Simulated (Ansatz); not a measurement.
Molecule: CH3F3Ge, net charge 0, singlet state. SMILES: F[C](F)(F)[GeH3]
Geometry: optimised at B3LYP-D3(BJ)/def2-TZVP (Ansatz, an electronic-structure program).

Property: vertical triplet-singlet gap (E(triplet) - E(singlet); each state is the SCF solution reached for its spin; the molecule has degenerate orbitals, so one determinant may break the symmetry), in eV. Correlated levels leave the core frozen unless marked. UHF or UKS for open shells. No spin-orbit coupling. The frozen core is the preceding noble-gas configuration, with the filled d and f shells of earlier blocks. Non-relativistic. Basis-set limits of correlation are two-point, X^-3; Hartree-Fock from the larger set. [CCSD(T)-MP2]/basis is that difference in the basis named.

```json
[
 {"level": "HF/aug-cc-pVTZ", "program": "Ansatz", "vertical triplet-singlet gap (eV)": "7.99"},
 {"level": "HF/aug-cc-pVQZ", "program": "Ansatz", "vertical triplet-singlet gap (eV)": "7.97"},
 {"level": "PBE/def2-TZVPD", "program": "Ansatz", "vertical triplet-singlet gap (eV)": "7.15"},
 {"level": "r2SCAN/def2-TZVPD", "program": "Ansatz", "vertical triplet-singlet gap (eV)": "7.30"}
]
```

Question: Estimate the value at RI-MP2/CBS(aug-cc-pVTZ,aug-cc-pVQZ)+[CCSD(T)-MP2]/aug-cc-pVTZ as computed with Ansatz.

Answer: 7.94 eV
